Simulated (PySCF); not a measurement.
**Low-lying terms of Ge⁴⁺ (germanium, charge +4)**

Ground state [Ar] 3d10, ¹S. All numbers are calculated (PySCF 2.14, a scalar-relativistic core potential, in aug-cc-pVDZ-PP with one added diffuse shell each of s, p, d type with ECP10MDF (6s5p4d, 41 functions)). Vertical excitation energies in eV without spin-orbit coupling; excited terms of each kind are numbered among those the solver found. Frozen: 3s2 3p6.

```tsv
term	leading excitation	EOM-EE-CCSD
1 3D	3d → s	30.793
1 1D	3d → s	31.467
1 3P°	3d → p	42.399
1 3F°	3d → p	42.854
1 1F°	3d → p	43.186
1 3D°	3d → p	43.648
1 1D°	3d → p	43.657
1 1P°	3d → p	43.857
1 3G	3d → d	59.532
1 1G	3d → d	59.607
2 3D	3d → d	59.706
2 1D	3d → d	59.901
```

The solver can miss terms.
